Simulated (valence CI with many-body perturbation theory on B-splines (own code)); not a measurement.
# E1 transitions of Bi⁷⁶⁺

Method: relativistic CI+MBPT: five valence electrons over a frozen Dirac-Fock core [He], a basis of 9 s, 9 p, 8 d, 6 f, 3 g, 1 h functions for each j, with the one-electron correlation potential Σ1, the two-electron term Σ2, the three-electron term Σ3, Breit, model QED; selected CI, second order for the rest (own B-spline code, finite nucleus).

The last digits are not significant, and no measured levels were compared; by estimate large intervals hold to a few tenths of a per cent, small ones and those within an open d or f shell to about a per cent. Among the levels kept, up to 1200 cm⁻¹ of a level comes from second order outside the variational space, and about a tenth of that is noise between levels of different J, which matters for small intervals.

Lines 151 to 200 of 268 in falling wavelength, among levels below 121160 × 10³ cm⁻¹, chosen from the strongest by gf and those to the six lowest levels. Wavelengths and rates use the calculated energies. Electric multipoles are in the length gauge, E1 and E2 with the static RPA response of the core. Weak lines are less certain than strong ones. Lines between different terms over intervals too small for the method are left out, as are lines whose strength nearly cancels. The highest levels of a list are the least certain.

Levels are named by their leading jj configuration (3d3/2^4 stands for four electrons in 3d with j = 3/2), which in mixed levels can hold well under half, so a name can repeat and another be missing. Letters in brackets count levels of one name in rising energy.

```tsv
λ vac (Å)	Upper	Lower	A (s⁻¹)	S (a.u.) with core polarisation	S without
1.120	(2s^2 2p1/2^2 3s) J=1/2	(2s^2 2p1/2^2 2p3/2) J=3/2	4.09e+14	5.66e-04	5.66e-04
1.119	(2s 2p1/2^2 2p3/2 3s) J=3/2 [a]	(2s 2p1/2^2 2p3/2^2) J=5/2	3.09e+14	8.54e-04	8.54e-04
1.118	(2s^2 2p1/2 2p3/2 3s) J=5/2	(2s^2 2p1/2 2p3/2^2) J=5/2	1.95e+14	8.06e-04	8.05e-04
1.118	(2s^2 2p1/2 2p3/2 3s) J=3/2 [a]	(2s^2 2p1/2 2p3/2^2) J=3/2	1.73e+14	4.78e-04	4.78e-04
1.117	(2s^2 2p1/2 2p3/2 3s) J=3/2 [b]	(2s^2 2p1/2 2p3/2^2) J=5/2	2.95e+14	8.12e-04	8.11e-04
1.116	(2s^2 2p1/2 2p3/2 3s) J=1/2	(2s^2 2p1/2 2p3/2^2) J=3/2	3.45e+14	4.73e-04	4.73e-04
1.116	(2s^2 2p1/2 2p3/2 3s) J=5/2	(2s^2 2p1/2 2p3/2^2) J=3/2	1.38e+13	5.66e-05	5.65e-05
1.115	(2s^2 2p1/2 2p3/2 3s) J=3/2 [b]	(2s^2 2p1/2 2p3/2^2) J=3/2	5.20e+13	1.42e-04	1.42e-04
1.110	(2s 2p1/2^2 2p3/2 3s) J=3/2 [b]	(2s 2p1/2^2 2p3/2^2) J=5/2	3.01e+13	8.13e-05	8.12e-05
1.089	(2s^2 2p1/2 2p3/2 3p3/2) J=1/2 [a]	(2s 2p1/2^2 2p3/2^2) J=1/2	9.95e+11	1.27e-06	1.27e-06
1.088	(2s^2 2p1/2 2p3/2 3p3/2) J=3/2 [a]	(2s 2p1/2^2 2p3/2^2) J=1/2	8.11e+10	2.06e-07	2.06e-07
1.085	(2s^2 2p1/2 2p3/2 3p3/2) J=3/2 [b]	(2s 2p1/2^2 2p3/2^2) J=1/2	2.23e+11	5.64e-07	5.63e-07
1.082	(2s^2 2p1/2 2p3/2 3p3/2) J=1/2 [b]	(2s 2p1/2^2 2p3/2^2) J=1/2	1.39e+11	1.74e-07	1.74e-07
1.077	(2s^2 2p1/2 2p3/2 3p3/2) J=5/2 [a]	(2s 2p1/2^2 2p3/2^2) J=5/2	8.24e+11	3.05e-06	3.05e-06
1.077	(2s 2p1/2^2 2p3/2 3p1/2) J=3/2 [a]	(2s^2 2p1/2 2p3/2^2) J=1/2	1.04e+11	2.55e-07	2.55e-07
1.076	(2s^2 2p1/2 2p3/2 3p3/2) J=3/2 [a]	(2s 2p1/2^2 2p3/2^2) J=5/2	3.16e+11	7.77e-07	7.77e-07
1.076	(2s^2 2p1/2 2p3/2 3p3/2) J=7/2	(2s 2p1/2^2 2p3/2^2) J=5/2	3.25e+10	1.60e-07	1.60e-07
1.073	(2s^2 2p1/2 2p3/2 3p3/2) J=3/2 [b]	(2s 2p1/2^2 2p3/2^2) J=5/2	2.27e+11	5.53e-07	5.52e-07
1.072	(2s^2 2p1/2 2p3/2 3p3/2) J=5/2 [b]	(2s 2p1/2^2 2p3/2^2) J=5/2	1.10e+11	4.01e-07	4.01e-07
1.071	(2s 2p1/2^2 2p3/2 3p1/2) J=5/2	(2s^2 2p1/2 2p3/2^2) J=5/2	1.46e+11	5.30e-07	5.30e-07
1.071	(2s 2p1/2^2 2p3/2 3p1/2) J=3/2 [a]	(2s^2 2p1/2 2p3/2^2) J=5/2	5.08e+10	1.23e-07	1.23e-07
1.069	(2s 2p1/2^2 2p3/2 3p1/2) J=5/2	(2s^2 2p1/2 2p3/2^2) J=3/2	1.98e+10	7.15e-08	7.13e-08
1.069	(2s 2p1/2^2 2p3/2 3p1/2) J=3/2 [a]	(2s^2 2p1/2 2p3/2^2) J=3/2	1.10e+12	2.66e-06	2.66e-06
1.067	(2s 2p1/2^2 2p3/2 3p1/2) J=1/2	(2s^2 2p1/2 2p3/2^2) J=1/2	1.29e+11	1.55e-07	1.55e-07
1.067	(2s 2p1/2^2 2p3/2 3p1/2) J=3/2 [b]	(2s^2 2p1/2 2p3/2^2) J=1/2	2.26e+11	5.41e-07	5.41e-07
1.061	(2s 2p1/2^2 2p3/2 3p1/2) J=3/2 [b]	(2s^2 2p1/2 2p3/2^2) J=5/2	5.57e+11	1.31e-06	1.31e-06
1.059	(2s 2p1/2^2 2p3/2 3p1/2) J=1/2	(2s^2 2p1/2 2p3/2^2) J=3/2	9.94e+10	1.17e-07	1.16e-07
1.059	(2s 2p1/2^2 2p3/2 3p1/2) J=3/2 [b]	(2s^2 2p1/2 2p3/2^2) J=3/2	3.15e+11	7.39e-07	7.37e-07
1.043	(2s 2p1/2^2 2p3/2 3d3/2) J=3/2 [a]	(2s 2p1/2^2 2p3/2^2) J=1/2	1.48e+14	3.33e-04	3.33e-04
1.043	(2s 2p1/2^2 2p3/2 3d3/2) J=1/2 [a]	(2s 2p1/2^2 2p3/2^2) J=3/2	1.62e+14	1.82e-04	1.82e-04
1.043	(2s 2p1/2^2 2p3/2 3d3/2) J=1/2 [a]	(2s 2p1/2^2 2p3/2^2) J=1/2	8.37e+13	9.37e-05	9.37e-05
1.037	(2s^2 2p1/2 2p3/2 3d3/2) J=3/2 [a]	(2s^2 2p1/2 2p3/2^2) J=1/2	9.29e+13	2.04e-04	2.04e-04
1.036	(2s^2 2p1/2 2p3/2 3d3/2) J=1/2 [a]	(2s^2 2p1/2 2p3/2^2) J=1/2	1.30e+14	1.42e-04	1.42e-04
1.035	(2s 2p1/2^2 2p3/2 3d3/2) J=3/2 [b]	(2s 2p1/2^2 2p3/2^2) J=3/2	1.52e+14	3.32e-04	3.32e-04
1.035	(2s 2p1/2^2 2p3/2 3d3/2) J=3/2 [b]	(2s 2p1/2^2 2p3/2^2) J=1/2	3.60e+13	7.88e-05	7.88e-05
1.035	(2s 2p1/2^2 2p3/2 3d3/2) J=5/2 [b]	(2s 2p1/2^2 2p3/2^2) J=3/2	5.69e+13	1.87e-04	1.87e-04
1.034	(2s 2p1/2^2 2p3/2 3d3/2) J=1/2 [b]	(2s 2p1/2^2 2p3/2^2) J=3/2	2.25e+14	2.45e-04	2.45e-04
1.034	(2s 2p1/2^2 2p3/2 3d3/2) J=1/2 [b]	(2s 2p1/2^2 2p3/2^2) J=1/2	2.42e+14	2.63e-04	2.63e-04
1.033	(2s 2p1/2^2 2p3/2 3d3/2) J=5/2 [a]	(2s 2p1/2^2 2p3/2^2) J=5/2	2.17e+14	7.08e-04	7.08e-04
1.033	(2s^2 2p1/2 2p3/2 3d3/2) J=3/2 [b]	(2s^2 2p1/2 2p3/2^2) J=1/2	1.43e+14	3.12e-04	3.12e-04
1.033	(2s 2p1/2^2 2p3/2 3d3/2) J=3/2 [a]	(2s 2p1/2^2 2p3/2^2) J=5/2	3.80e+14	8.25e-04	8.26e-04
1.032	(2s 2p1/2^2 2p3/2 3d3/2) J=7/2	(2s 2p1/2^2 2p3/2^2) J=5/2	5.90e+13	2.56e-04	2.56e-04
1.032	(2s^2 2p1/2 2p3/2 3d3/2) J=1/2 [b]	(2s^2 2p1/2 2p3/2^2) J=1/2	1.03e+14	1.11e-04	1.11e-04
1.031	(2s^2 2p1/2^2 3d3/2) J=3/2	(2s^2 2p1/2^2 2p3/2) J=3/2	4.15e+14	8.98e-04	8.98e-04
1.031	(2s^2 2p1/2 2p3/2 3d3/2) J=3/2 [a]	(2s^2 2p1/2 2p3/2^2) J=5/2	7.37e+13	1.59e-04	1.60e-04
1.031	(2s^2 2p1/2 2p3/2 3d3/2) J=5/2 [a]	(2s^2 2p1/2 2p3/2^2) J=5/2	2.09e+14	6.79e-04	6.79e-04
1.030	(2s^2 2p1/2 2p3/2 3d3/2) J=7/2	(2s^2 2p1/2 2p3/2^2) J=5/2	7.63e+13	3.29e-04	3.29e-04
1.029	(2s^2 2p1/2 2p3/2 3d3/2) J=3/2 [a]	(2s^2 2p1/2 2p3/2^2) J=3/2	2.55e+14	5.49e-04	5.49e-04
1.029	(2s^2 2p1/2 2p3/2 3d3/2) J=5/2 [a]	(2s^2 2p1/2 2p3/2^2) J=3/2	8.17e+11	2.64e-06	2.64e-06
1.028	(2s^2 2p1/2 2p3/2 3d3/2) J=1/2 [a]	(2s^2 2p1/2 2p3/2^2) J=3/2	2.44e+14	2.62e-04	2.62e-04
```
